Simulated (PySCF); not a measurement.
PySCF input file for CH6AlNO2, SMILES C[O][Al]([OH])[NH2], r2SCAN-D4/def2-SVP. Geometry: r2SCAN-D4/def2-SVP. The values are those of a single conformer.

```python
import numpy as np
from pyscf import gto, scf, dft, df
from pyscf.hessian import thermo

mol = gto.M(
    atom='''
    Al    0.15665803    0.20401408    0.44680843
    O     1.18899412   -0.13770110    1.75359073
    H     1.71842556   -0.93585146    1.81863869
    O     0.03460628   -0.91032425   -0.82687594
    C    -0.62930850   -1.07110106   -2.03880817
    H    -1.29546669   -0.22078412   -2.28993233
    H     0.09085923   -1.17894129   -2.87177170
    H    -1.25443104   -1.98391901   -2.02844484
    N    -0.74685776    1.71906736    0.48170175
    H    -0.68589518    2.39623022    1.23484483
    H    -1.39499395    2.04842006   -0.22462565
    ''',
    basis='def2-SVP',
    charge=0,
    spin=0,
    max_memory=1600,
    verbose=3,
)
mf = dft.RKS(mol, xc='r2scan').density_fit(auxbasis='def2-universal-jkfit')
mf.disp = 'd4'
mf.grids.level = 4
mf.conv_tol = 1e-11
mf.max_cycle = 100
mf.kernel()

# analytic Hessian; the response equations are solved on a coarser grid
h, args, fine = mf.Hessian(), (mf.mo_energy, mf.mo_coeff, mf.mo_occ), mf.grids
h.max_memory = max(150, 2.5e-5 * df.make_auxmol(mol, mf.with_df.auxbasis).nao * mol.nelec[0] * (mol.nelec[0] + mol.nao))  # MB; small integral blocks
h1ao = h.make_h1(mf.mo_coeff, mf.mo_occ)
mf.grids = dft.Grids(mol).set(level=2).build(with_non0tab=True)
mo1, mo_e1 = h.solve_mo1(*args, h1ao)
mf.grids = fine
hess = h.hess_elec(*args, mo1, mo_e1, h1ao) + h.hess_nuc()
if mf.do_disp():
    hess += h.get_dispersion()
for i in range(mol.natm):  # the analytic DFT Hessian lacks the response of the grid: restore translational invariance
    hess[i, i] -= hess[i].sum(axis=0)
hess = (hess + hess.transpose(1, 0, 3, 2)) / 2
vib = thermo.harmonic_analysis(mol, hess, imaginary_freq=False)
thermo.dump_normal_mode(mol, vib)
th = thermo.thermo(mf, vib['freq_au'][vib['freq_au'] > 0], 298.15, 101325)
thermo.dump_thermo(mol, th)
g0 = mf.nuc_grad_method().set(verbose=0).kernel()

# dipole derivatives [dipole axis, atom, xyz] from the same response
r, irp = mol.intor('int1e_r'), mol.intor('int1e_irp').reshape(3, 3, mol.nao, mol.nao)
sl, dm0, ok = mol.aoslice_by_atom(), np.array(mf.make_rdm1()), []
dmu = np.einsum('a,xt->xat', mol.atom_charges(), np.eye(3))
for a, (_, _, p0, p1) in enumerate(sl):
    dmu[:, a] += 2 * np.einsum('xtij,ij->xt', irp[:, :, :, p0:p1], dm0.reshape(-1, mol.nao, mol.nao).sum(0)[:, p0:p1])
    for u, c, occ, f in [(mo1, mf.mo_coeff, mf.mo_occ, 4)]:
        dmu[:, a] -= f * np.einsum('tui,xuv,vi->xt', u[a], r, c[:, occ > 0], optimize=True)
L = vib['norm_mode']
ir = 974.8801 * (np.einsum('xat,kat->kx', dmu, L) ** 2).sum(1)       # km/mol
apt = np.einsum('xax->a', dmu) / 3
print('mode   freq/cm-1   IR/(km/mol)')
for k, w in enumerate(vib['freq_wavenumber']):
    print(f'{k + 1:4d} {w:11.2f} {ir[k]:13.3f}')
print('max |gradient| / (hartree/bohr):', abs(g0).max())
print('APT charges:', apt.round(4))
```

Program output:

```
[...]
Mode                                 6                   7                   8
Irrep
Freq [cm^-1]                      281.9468            343.4495            353.9216
Reduced mass [au]                   3.0199              1.0804              1.1664
Force const [Dyne/A]                0.1414              0.0751              0.0861
Char temp [K]                     405.6586            494.1474            509.2144
Normal mode                   x     y     z       x     y     z       x     y     z
       0  Al                 0.10  0.06 -0.06   -0.01 -0.01  0.01   -0.00 -0.00  0.00
       1   O                -0.08 -0.05  0.05    0.03  0.02 -0.02    0.00  0.00 -0.00
       2   H                 0.20  0.12 -0.13   -0.46 -0.28  0.29   -0.04 -0.02  0.02
       3   O                -0.04 -0.03  0.03    0.03  0.02 -0.02    0.02  0.01 -0.01
       4   C                -0.01 -0.00  0.01   -0.00 -0.00  0.00    0.00  0.00 -0.00
       5   H                -0.01 -0.00  0.00   -0.02 -0.01  0.01   -0.01 -0.01  0.01
       6   H                 0.01  0.01  0.02   -0.02  0.01 -0.01   -0.01  0.01 -0.01
       7   H                -0.00 -0.01 -0.02    0.01 -0.01  0.02    0.01 -0.01  0.01
       8   N                -0.03 -0.02  0.02    0.03  0.02 -0.02   -0.07 -0.05  0.05
       9   H                 0.09  0.06 -0.06    0.17  0.11 -0.11    0.66  0.40 -0.42
      10   H                -0.34 -0.21  0.22   -0.52 -0.32  0.33    0.21  0.13 -0.13
Mode                                 9                  10                  11
Irrep
Freq [cm^-1]                      562.9502            611.1238            661.2814
Reduced mass [au]                   1.4972              2.4226              1.7271
Force const [Dyne/A]                0.2796              0.5331              0.4450
Char temp [K]                     809.9600            879.2711            951.4367
Normal mode                   x     y     z       x     y     z       x     y     z
       0  Al                 0.00  0.00  0.01    0.00  0.02  0.03    0.01  0.01  0.03
       1   O                 0.04  0.05  0.12    0.03 -0.02  0.03    0.06 -0.05  0.04
       2   H                -0.28 -0.26 -0.69    0.09  0.04  0.18    0.16  0.04  0.30
       3   O                -0.00 -0.03 -0.03    0.03 -0.10 -0.05    0.00 -0.03 -0.02
       4   C                -0.02 -0.01 -0.05   -0.04 -0.03 -0.08   -0.02 -0.01 -0.04
       5   H                -0.02 -0.00 -0.02   -0.02  0.01 -0.02   -0.01 -0.01 -0.03
       6   H                -0.03 -0.01 -0.05   -0.07 -0.00 -0.12   -0.02 -0.01 -0.05
       7   H                -0.03 -0.01 -0.05   -0.07 -0.00 -0.11   -0.02 -0.01 -0.05
       8   N                -0.01  0.00 -0.01   -0.02  0.10  0.07   -0.09  0.05 -0.08
       9   H                 0.05 -0.05  0.03   -0.29  0.34 -0.13    0.24 -0.23  0.16
      10   H                -0.03  0.08  0.04    0.04 -0.23 -0.15   -0.17  0.47  0.19
Mode                                12                  13                  14
Irrep
Freq [cm^-1]                      853.9181            935.7656           1179.5723
Reduced mass [au]                   7.3582              7.6495              1.4530
Force const [Dyne/A]                3.1612              3.9465              1.1912
Char temp [K]                    1228.5981           1346.3584           1697.1420
Normal mode                   x     y     z       x     y     z       x     y     z
       0  Al                -0.00  0.10  0.09   -0.09  0.07 -0.07   -0.00 -0.01 -0.01
       1   O                -0.04  0.01 -0.06    0.08 -0.04  0.10    0.00 -0.00 -0.00
       2   H                -0.03  0.03 -0.02    0.12 -0.01  0.19    0.00  0.00  0.00
       3   O                 0.02 -0.04 -0.01    0.00 -0.00  0.00    0.05 -0.03  0.06
       4   C                -0.03 -0.02 -0.07    0.01  0.00  0.01   -0.09  0.10 -0.05
       5   H                -0.03 -0.01 -0.05    0.00  0.00  0.01   -0.24 -0.18 -0.55
       6   H                -0.06 -0.01 -0.10    0.01  0.00  0.01    0.19 -0.21  0.24
       7   H                -0.06 -0.01 -0.10    0.01  0.00  0.01    0.29 -0.15  0.18
       8   N                 0.06 -0.11 -0.02    0.05 -0.08  0.01   -0.00  0.00  0.00
       9   H                 0.13 -0.18  0.03    0.04 -0.07 -0.01   -0.00  0.00 -0.00
      10   H                 0.05 -0.06  0.02    0.07 -0.15 -0.04   -0.00  0.00  0.00
Mode                                15                  16                  17
Irrep
Freq [cm^-1]                     1188.1679           1251.6869           1471.9085
Reduced mass [au]                   1.2903              6.0983              1.0383
Force const [Dyne/A]                1.0732              5.6293              1.3254
Char temp [K]                    1709.5090           1800.8988           2117.7486
Normal mode                   x     y     z       x     y     z       x     y     z
       0  Al                 0.00  0.00 -0.00   -0.00 -0.02 -0.03    0.00  0.00 -0.00
       1   O                -0.00 -0.00  0.00    0.00 -0.00  0.00   -0.00 -0.00  0.00
       2   H                 0.00  0.00 -0.00    0.01  0.00  0.02    0.00  0.00 -0.00
       3   O                 0.04  0.02 -0.02    0.06  0.07  0.16    0.01  0.01 -0.01
       4   C                -0.10 -0.06  0.06   -0.05 -0.06 -0.14    0.04  0.02 -0.02
       5   H                 0.23  0.14 -0.15    0.04  0.07  0.14   -0.52 -0.31  0.32
       6   H                 0.34  0.22  0.41   -0.07  0.09 -0.16    0.29 -0.30  0.27
       7   H                -0.09 -0.07 -0.56   -0.16  0.04 -0.09   -0.36  0.26 -0.23
       8   N                -0.00 -0.00  0.00   -0.00  0.00  0.00    0.00  0.00 -0.00
       9   H                -0.00 -0.00  0.00   -0.01  0.01 -0.01    0.00  0.00 -0.00
      10   H                 0.00  0.00 -0.00   -0.00  0.01  0.00   -0.00 -0.00  0.00
Mode                                18                  19                  20
Irrep
Freq [cm^-1]                     1479.6535           1486.0807           1524.8404
Reduced mass [au]                   1.0519              1.1238              1.1178
Force const [Dyne/A]                1.3569              1.4623              1.5313
Char temp [K]                    2128.8919           2138.1393           2193.9058
Normal mode                   x     y     z       x     y     z       x     y     z
       0  Al                -0.00 -0.00 -0.00   -0.00  0.01  0.01    0.00 -0.01  0.00
       1   O                 0.00 -0.00  0.00   -0.00 -0.00 -0.00   -0.00  0.00 -0.00
       2   H                 0.00 -0.00  0.00    0.00  0.00  0.00   -0.00 -0.00 -0.00
       3   O                 0.00  0.01  0.02   -0.01 -0.01 -0.03   -0.00  0.00  0.00
       4   C                -0.01  0.05  0.03   -0.05  0.00 -0.07   -0.01  0.00 -0.01
       5   H                 0.04  0.09  0.15    0.16  0.31  0.55    0.01  0.03  0.06
       6   H                -0.29 -0.59 -0.16    0.34 -0.17  0.29    0.02 -0.03  0.02
       7   H                 0.33 -0.22 -0.55    0.27 -0.20  0.33    0.03 -0.02  0.01
       8   N                 0.00 -0.00  0.00    0.01 -0.01 -0.00   -0.04  0.07  0.00
       9   H                -0.02  0.01 -0.01   -0.04  0.03 -0.03    0.44 -0.37  0.34
      10   H                -0.00  0.01  0.01   -0.01  0.05  0.03    0.09 -0.54 -0.38
Mode                                21                  22                  23
Irrep
Freq [cm^-1]                     2961.7694           3038.5653           3056.4065
Reduced mass [au]                   1.0343              1.1013              1.1055
Force const [Dyne/A]                5.3454              5.9908              6.0845
Char temp [K]                    4261.3267           4371.8190           4397.4885
Normal mode                   x     y     z       x     y     z       x     y     z
       0  Al                 0.00  0.00  0.00    0.00  0.00  0.00   -0.00 -0.00  0.00
       1   O                -0.00 -0.00 -0.00   -0.00 -0.00 -0.00    0.00  0.00 -0.00
       2   H                -0.00  0.00  0.00   -0.00  0.00 -0.00   -0.00 -0.00  0.00
       3   O                -0.00 -0.00 -0.00   -0.00  0.00 -0.00    0.00  0.00 -0.00
       4   C                -0.03  0.01 -0.04    0.03 -0.08 -0.02   -0.07 -0.04  0.04
       5   H                 0.44 -0.57  0.15   -0.37  0.48 -0.12   -0.02 -0.01  0.01
       6   H                -0.31  0.05  0.34   -0.34  0.03  0.38    0.45 -0.08 -0.49
       7   H                 0.25  0.39 -0.01    0.30  0.41 -0.02    0.36  0.56 -0.02
       8   N                 0.00 -0.00 -0.00   -0.00 -0.00 -0.00    0.00  0.00 -0.00
       9   H                 0.00 -0.00  0.00   -0.00 -0.00 -0.00    0.00  0.00 -0.00
      10   H                 0.00 -0.00  0.00   -0.00  0.00  0.00   -0.00 -0.00  0.00
Mode                                24                  25                  26
Irrep
Freq [cm^-1]                     3599.8731           3692.2882           3950.0282
Reduced mass [au]                   1.0520              1.0939              1.0678
Force const [Dyne/A]                8.0324              8.7868              9.8158
Char temp [K]                    5179.4159           5312.3807           5683.2111
Normal mode                   x     y     z       x     y     z       x     y     z
       0  Al                -0.00  0.00 -0.00    0.00  0.00  0.00   -0.00 -0.00 -0.00
       1   O                -0.00 -0.00 -0.00   -0.00  0.00 -0.00    0.03 -0.05  0.01
       2   H                -0.00  0.00  0.00    0.00 -0.00 -0.00   -0.54  0.80 -0.08
       3   O                 0.00  0.00  0.00    0.00 -0.00  0.00   -0.00 -0.00 -0.00
       4   C                -0.00 -0.00 -0.00   -0.00  0.00 -0.00    0.00  0.00  0.00
       5   H                 0.00 -0.00  0.00    0.00 -0.00  0.00   -0.00  0.00 -0.00
       6   H                -0.00  0.00  0.00    0.00 -0.00  0.00    0.00 -0.00 -0.00
       7   H                 0.00  0.00  0.00    0.00  0.00  0.00   -0.00 -0.00 -0.00
       8   N                 0.03 -0.05 -0.01    0.03  0.01  0.07   -0.00  0.00  0.00
       9   H                 0.06  0.47  0.55   -0.03 -0.43 -0.46   -0.00 -0.00 -0.00
      10   H                -0.41  0.19 -0.46   -0.46  0.24 -0.49   -0.00  0.00 -0.00
temperature 298.1500 [K]
pressure 101325.00 [Pa]
Rotational constants [GHz] 5.98600 2.67482 1.87058
Symmetry number 1
Zero-point energy (ZPE) 0.08060 [Eh]   211604.648 [J/mol]
                           tot       elec      trans        rot        vib
Entropy [J/mol/K]       383.349      0.000    165.010    112.029    106.310
Cv [J/mol/K]            113.130      0.000     12.472     12.472     88.187
Cp [J/mol/K]            121.444      0.000     20.786     12.472     88.187
Internal energy [J/mol]                      3718.434   3718.434 226775.726
Internal energy [Eh]   -488.96813  -489.05733
Enthalpy [J/mol]                             6197.391   3718.434 226775.726
Enthalpy [Eh]          -488.96718
Gibbs free energy [J/mol]                  -43000.371 -29683.148 195079.432
Gibbs free energy [Eh] -489.01071
mode   freq/cm-1   IR/(km/mol)
   1       22.90         0.018
   2       72.92         2.659
   3       81.27         2.939
   4      204.95         5.638
   5      247.36        33.369
   6      262.95         0.198
   7      281.95        76.020
   8      343.45       163.857
   9      353.92       114.982
  10      562.95       129.858
  11      611.12         7.735
  12      661.28       107.838
  13      853.92       135.967
  14      935.77       141.538
  15     1179.57        43.117
  16     1188.17         0.107
  17     1251.69       340.306
  18     1471.91         0.790
  19     1479.65         0.790
  20     1486.08        16.047
  21     1524.84        57.603
  22     2961.77       114.828
  23     3038.57        72.378
  24     3056.41        52.638
  25     3599.87        27.945
  26     3692.29        29.818
  27     3950.03        95.354
max |gradient| / (hartree/bohr): 0.00024087229551939077
APT charges: [ 1.661  -0.8702  0.3115 -1.0473  0.6675 -0.0876 -0.0779 -0.0781 -0.843
  0.1854  0.1829]
```

The calculation finished and met its thresholds.

Cost: very roughly 6 core-minutes.
